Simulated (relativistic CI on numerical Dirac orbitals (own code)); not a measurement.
One change at a time: Nd²⁶⁺

Base calculation: Dirac-Coulomb-Breit CI, KLI orbitals optimised for each configuration, QED by a radiative potential, unscaled Slater integrals.

CI space (outside the closed core [Ar] 3d10): 4s2.4p4, 4s.4p5, 4s2.4p3.4d, 4p6, 4s.4p4.4d, 4s2.4p3.4f, 4s.4p4.4f, 4p5.4d, 4s.4p3.4d2, 4s2.4p2.4d.4f, 4p5.4f, 4p4.4d2, 4p3.4d3, 4p3.4d2.4f. Double excitations out of closed p, d and f shells are left out; levels of such configurations are missing from the list, as are those of other unlisted configurations, and high levels can miss mixing partners.

The lowest level and the first level of each name with at least 55 % of one term (blank where a level has no safe partner in the second run):

```
           Level  Base (cm⁻¹)  Shift (cm⁻¹)
    4s2.4p4 3P_2            0             0
    4s2.4p4 3P_1       226031          +901
    4s2.4p4 1D_2       254768         +2738
    4s.4p5 3P°_2       725696        +69784
    4s.4p5 3P°_0       951489        +83185
4s2.4p3.4d 3D°_3      1074547        +12767
4s2.4p3.4d 3G°_4      1076598        +10052
4s2.4p3.4d 3F°_4      1114675        +12864
4s2.4p3.4d 3G°_5      1126844        +10007
        4p6 1S_0      1560104       +166364
  4s.4p4.4d 5D_3      1567996        -13017
  4s.4p4.4d 5F_5      1611176         -1260
```

At this charge energies of transitions that change n are usually good to better than 1 %, and those within a shell (Δn = 0) to a few per cent.

(1) One thing was changed in a second run, which moved the levels as shown. Which?
A. Breit term removed
B. configuration mixing switched off
C. QED terms removed

## Answers

(1) B. Configuration mixing switched off. Without mixing, levels that were pushed by configurations of the same parity and J return to their single-configuration places.

LS names give the leading component of a level, which can be under half, so a name can repeat, a term be missing and a line seem to break the LS rules.
